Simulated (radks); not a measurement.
The numbers below are computed, except where a source is named.
Numerical settings for neutral boron, [He] 2s2 2p1. Code: a radial shooting solver on a logarithmic mesh with Libxc functionals. Model: scalar-relativistic Kohn-Sham, PBE, spin-unpolarised, spherical densities, finite nucleus; Fermi nuclear charge, rms radius 2.406 fm. The defaults (mesh step 0.008 in ln r, mesh end at 40 bohr or more with all orbitals vanishing there, Anderson mixing 0.5 over 9 steps, residual threshold near 1e-9 with the energy settled to 1e-9 hartree or 1e-11 of itself, here a cap of 66 iterations) give E = -24.6032 hartree and 2p at -3.607 eV in 13 iterations. Run on one thread of a shared host, so times are rough (Arm Neoverse N1): 0.06 s of CPU time, 0.06 s wall, 13 iterations on 2208 mesh points. Changes against that run (0 stands for a change within the tolerance of the run):

\begin{tabular}{lrrrrr}
setting & iterations & converged & E (mhartree) & e(2p) (meV) & CPU (s) \\ \hline
mesh step in ln r 0.005 & 16 & yes & 0 & 0 & 0.09 \\
mesh step in ln r 0.003 & 28 & yes & 0 & 0 & 0.24 \\
mesh step in ln r 0.03 & 13 & yes & 0 & 0 & 0.02 \\
mesh end (bohr) 12 & 13 & yes & +0.0166 & +3.2 & 0.05 \\
mesh end (bohr) 20 & 13 & yes & 0 & 0 & 0.05 \\
residual threshold 1e-13 & 66 & no & 0 & 0 & 0.19 \\
residual threshold 0.1 & 8 & yes & 0 & +0.209 & 0.04 \\
mixing 2.5 & 19 & yes & 0 & 0 & 0.07 \\
linear mixing, mixing 0.5 & 30 & yes & 0 & 0 & 0.1 \\
linear mixing, mixing 0.8 & 16 & yes & 0 & 0 & 0.06 \\
mixing history 3 & 16 & yes & 0 & 0 & 0.06 \\
iteration cap 5 & 5 & no & +0.0118 & -63.4 & 0.02 \\
\end{tabular}

No run marked as converged misses the energy by more than 1 mhartree. A mesh that ends early acts as a hard wall.
